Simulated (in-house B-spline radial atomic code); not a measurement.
Atomic self-consistent-field run: Te II (Te+) (an excited or competing configuration). Computed with a radial B-spline atomic code at the basis-set limit: scalar-relativistic (X2C) CAM-B3LYP, spin-polarised, spherical fractional occupations, Fermi nucleus of rms radius 4.7423 fm.

Command:
```bash
python run_scf.py task.json out
```
Settings (nuclear radius in fm, mass in u):
```
Z                52
configuration    [Kr] 4d9 5s2 5p3 5f1
hamiltonian      x2c
method           camb3lyp
spin_polarised   True
nucleus          fermi
rms_radius       4.7423
atomic_mass      129.90622
speed_of_light   137.035999084
```

Output (hartree, bohr):
```
 radial grid: 90 intervals, B-splines of order 8, outer radius 102 bohr

 iter        energy (Eh)    residual
    1       -6787.095387    4.58e-01
    2       -6789.508299    2.58e-01
    3       -6791.581175    3.88e-02
    4       -6791.630216    1.56e-02
    5       -6791.634543    4.89e-03
    6       -6791.634678    1.03e-03
    7       -6791.634588    3.19e-04
    8       -6791.634652    1.51e-04
    9       -6791.634638    9.36e-05
   10       -6791.634640    5.93e-06
   11       -6791.634640    3.99e-07

 total energy                     -6791.63464
 kinetic                            7184.0004
 electron-nucleus                 -16457.2541
 Hartree                            2658.5300
 exact exchange                      -37.0695
 exchange-correlation               -139.8415

 orbital      occ     eigenvalue          <r>       <r^2>       <1/r>       r_max
 1s up      1.000     -1164.0826      0.02721  0.00101323      58.294     0.01722
 1s down    1.000     -1164.0772    0.0272099  0.00101322     58.2942     0.01722
 2s up      1.000      -180.1258     0.119297   0.0168465     13.2569      0.1012
 2s down    1.000      -180.1089     0.119293   0.0168454     13.2574      0.1012
 2p up      3.000      -161.8905     0.104463   0.0133374     12.2489     0.08091
 2p down    3.000      -161.8736     0.104459   0.0133365     12.2492     0.08091
 3s up      1.000       -36.9813     0.321604    0.118366     4.66792      0.2926
 3s down    1.000       -36.9692     0.321568    0.118329     4.66788      0.2926
 3p up      3.000       -31.0126     0.319686    0.118649     4.35145      0.2861
 3p down    3.000       -30.9981     0.319651    0.118609     4.35133      0.2862
 3d up      5.000       -21.9337     0.296538    0.104143     4.09168      0.2377
 3d down    5.000       -21.9148     0.296532    0.104125     4.09139      0.2378
 4s up      1.000        -7.2554     0.760883    0.654017     1.85617      0.6997
 4s down    1.000        -7.1923     0.760891    0.653945     1.85586      0.6997
 4p up      3.000        -5.3705     0.814461    0.755782     1.68196      0.7353
 4p down    3.000        -5.3014      0.81474     0.75614     1.68079      0.7356
 4d up      5.000        -2.5772     0.949438     1.05414     1.39649      0.8034
 4d down    4.000        -2.4554     0.947592     1.04859     1.39775      0.8041
 5s up      1.000        -1.3751      1.92864     4.17751    0.678038       1.721
 5s down    1.000        -1.2367      1.92782     4.18746     0.68178       1.708
 5p up      3.000        -0.9224      2.23645     5.64153    0.575978       1.967
 5f up      1.000        -0.0512      14.4501      247.94    0.110153       15.38
```

Time taken, with all properties: 4.9 s on 1 thread of Arm Neoverse V1, with other jobs on the host.

Caution: exact exchange at fractional occupations of open shells leaves self-interaction of up to several eV.

One-electron X2C: radii and densities carry no picture-change correction, so inner-shell <1/r> comes out high (for 1s by about 2 % at Z = 33, 5 % at 54, 10 % at 75, 30 % at 118) and <r> low.
